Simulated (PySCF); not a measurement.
These are PySCF with CAM-B3LYP-D3(BJ)/def2-TZVPD values and carry that method's errors. Isolated molecules, 0 K electronic values unless said otherwise. 

Reference species (SMILES): `[O-][SiH3]` (charge -1, multiplicity 1).

| Quantity | Value |
|---|---|
| HOMO | -2.70 eV |

Changed species: `[O-][SiH2]Br` (X = bromo, proton removed; the reference has X = H, proton removed).

**Question.** Predict the effect on the HOMO.

**Answer.** the HOMO falls by 0.99 eV, to -3.69 eV.
